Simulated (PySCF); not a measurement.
**Vertical excitation energies**

C5H3F5.
SMILES: `FC([C@H](C1(F)C=C1)F)(F)F`

Method used: TDDFT B3LYP/def2-SVPD, vertical, gas phase, core orbitals frozen in the response in PySCF 2.14.0, density-fitted response routines. Isolated species at its GFN2-xTB geometry (one conformer only). Torsions of this conformer, `[F:1][C@H:2]([C:3]([F:4])([F:5])[F:6])[C:7]1([F:8])[CH:9]=[CH:10]1`: F1–C2–C3–F4 61°, F1–C2–C7–F8 -134°.

```json
{"state": "S1", "E (eV)": "6.18", "λ (nm)": "200.8", "ν̃ (cm⁻¹)": "49810", "f": "0.0016", "|μ| (D)": "0.26", "main configurations (H = HOMO, L = LUMO)": "H→L (99%)"}
{"state": "S2", "E (eV)": "7.22", "λ (nm)": "171.8", "ν̃ (cm⁻¹)": "58220", "f": "0.036", "|μ| (D)": "1.14", "main configurations (H = HOMO, L = LUMO)": "H-1→L (61%), H-2→L (30%)"}
{"state": "S3", "E (eV)": "7.78", "λ (nm)": "159.4", "ν̃ (cm⁻¹)": "62750", "f": "0.048", "|μ| (D)": "1.27", "main configurations (H = HOMO, L = LUMO)": "H-2→L (56%), H-1→L (29%)"}
{"state": "S4", "E (eV)": "8.13", "λ (nm)": "152.6", "ν̃ (cm⁻¹)": "65540", "f": "0.013", "|μ| (D)": "0.64", "main configurations (H = HOMO, L = LUMO)": "H→L+1 (86%), H-1→L+1 (9%)"}
{"state": "S5", "E (eV)": "8.32", "λ (nm)": "149.0", "ν̃ (cm⁻¹)": "67100", "f": "0.054", "|μ| (D)": "1.30", "main configurations (H = HOMO, L = LUMO)": "H-1→L+1 (83%), H→L+1 (10%)"}
{"state": "S6", "E (eV)": "8.42", "λ (nm)": "147.2", "ν̃ (cm⁻¹)": "67930", "f": "0.0017", "|μ| (D)": "0.23", "main configurations (H = HOMO, L = LUMO)": "H-3→L (87%), H-2→L (8%)"}
{"state": "S7", "E (eV)": "8.52", "λ (nm)": "145.5", "ν̃ (cm⁻¹)": "68740", "f": "0.043", "|μ| (D)": "1.15", "main configurations (H = HOMO, L = LUMO)": "H→L+2 (89%)"}
{"state": "S8", "E (eV)": "8.66", "λ (nm)": "143.2", "ν̃ (cm⁻¹)": "69820", "f": "0.020", "|μ| (D)": "0.78", "main configurations (H = HOMO, L = LUMO)": "H-1→L+2 (87%), H-1→L+3 (9%)"}
```

Triplets (Tamm–Dancoff): T1 4.91 eV, H-1→L (94%); T2 5.77 eV, H→L (98%); T3 7.16 eV, H-2→L (76%), H-3→L (10%).

The lowest singlet lies at 6.18 eV (201 nm, ultraviolet) and is very weak; its leading configuration is HOMO→LUMO (99%). The strongest level in the table is S5 at 8.32 eV (149 nm, f = 0.054). Löwdin shares by element: HOMO carbon 60% or more, fluorine 24% or more (atoms not listed hold the other 16%); LUMO carbon 76% or more, hydrogen 13% or more. The listed states span 2.48 eV, and the widest gap between neighbours is 1.04 eV (S1 to S2). The oscillator strengths of these states sum to 0.216; summed over the whole spectrum of an exact calculation they would give the number of electrons, 78 (Thomas–Reiche–Kuhn). Orbital energies (eV): HOMO-3 -10.52, HOMO-2 -10.03, HOMO-1 -8.89, HOMO -8.72, LUMO -1.09, LUMO+1 0.36, LUMO+2 0.69. Singlets were solved by full linear response, triplets in the Tamm–Dancoff approximation.
